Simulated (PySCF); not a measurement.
# Dipole moment and polarisability across levels of theory

Species: GeH5P.
Z-matrix (Å and degrees, PBE0-D3(BJ)/def2-SVP geometry), rows numbered from 1:
```
P 
Ge  1  2.3274
H   1  1.4294  2   93.63
H   1  1.4295  2   93.70  3   -93.40
H   2  1.5386  1  108.08  3   168.74
H   2  1.5389  1  108.04  3   -73.42
H   2  1.5401  1  113.06  3    47.65
```

PySCF, dipoles from the SCF density, polarisabilities from static response with core orbitals frozen. Geometry: PBE0-D3(BJ)/def2-SVP; no solvent, vibrations or thermal averaging. The LDA/def2-SVPD calculation is non-relativistic and has no spin–orbit coupling, an omission that weighs most on germanium.

The anisotropy is √(½[(α1 − α2)² + (α2 − α3)² + (α3 − α1)²]).

```json
{"level": "LDA/def2-SVPD", "μ (D)": "0.668", "α (Å³)": "9.77", "anisotropy (Å³)": "3.49"}
{"level": "PBE/def2-SVPD", "μ (D)": "0.626", "α (Å³)": "9.55", "anisotropy (Å³)": "3.43"}
{"level": "B3LYP/def2-SVPD", "μ (D)": "0.597", "α (Å³)": "9.38", "anisotropy (Å³)": "3.33"}
{"level": "PBE0/def2-SVPD", "μ (D)": "0.685", "α (Å³)": "9.29", "anisotropy (Å³)": "3.25"}
{"level": "BHandHLYP/def2-SVPD", "μ (D)": "0.652", "α (Å³)": "9.11", "anisotropy (Å³)": "3.15"}
{"level": "CAM-B3LYP/def2-SVPD", "μ (D)": "0.659", "α (Å³)": "9.26", "anisotropy (Å³)": "3.20"}
{"level": "wB97X-D/def2-SVPD", "μ (D)": "0.741", "α (Å³)": "9.25", "anisotropy (Å³)": "3.19"}
{"level": "LC-wPBE/def2-SVPD", "μ (D)": "0.795", "α (Å³)": "9.03", "anisotropy (Å³)": "3.02"}
{"level": "HF/def2-SVPD", "μ (D)": "0.753", "α (Å³)": "8.85", "anisotropy (Å³)": "2.91"}
{"level": "PBE0/6-31G*", "μ (D)": "0.980", "α (Å³)": "7.49", "anisotropy (Å³)": "3.20"}
{"level": "PBE0/def2-SVP", "μ (D)": "0.859", "α (Å³)": "7.88", "anisotropy (Å³)": "2.76"}
{"level": "PBE0/aug-cc-pVDZ", "μ (D)": "0.720", "α (Å³)": "9.48", "anisotropy (Å³)": "3.31"}
{"level": "PBE0/def2-TZVP", "μ (D)": "0.692", "α (Å³)": "8.93", "anisotropy (Å³)": "3.28"}
{"level": "PBE0/def2-TZVPD", "μ (D)": "0.670", "α (Å³)": "9.46", "anisotropy (Å³)": "3.32"}
{"level": "PBE0/aug-cc-pVTZ", "μ (D)": "0.690", "α (Å³)": "9.53", "anisotropy (Å³)": "3.34"}
```

The dipole runs from 0.60 D (B3LYP/def2-SVPD) to 0.98 D (PBE0/6-31G*). No reference polarisability is at hand; against PBE0 in the largest diffuse basis at hand (aug-cc-pVTZ) the other PBE0 rows deviate by 6-31G* -21%, def2-SVP -17%, def2-SVPD -3%, aug-cc-pVDZ -1%, def2-TZVP -6%, def2-TZVPD -1%. In one basis (def2-SVPD) the functionals order the polarisability from HF (lowest) to LDA (highest), a spread of 10%. With PBE0 the polarisability is 8.10 Å³ without diffuse functions (mean of 6-31G*, def2-SVP and def2-TZVP) and 9.44 Å³ with them (mean of def2-SVPD, aug-cc-pVDZ, def2-TZVPD and aug-cc-pVTZ).

Without π bonds the low states are Rydberg-like; a valence basis with one diffuse set may place them up to an eV too high.
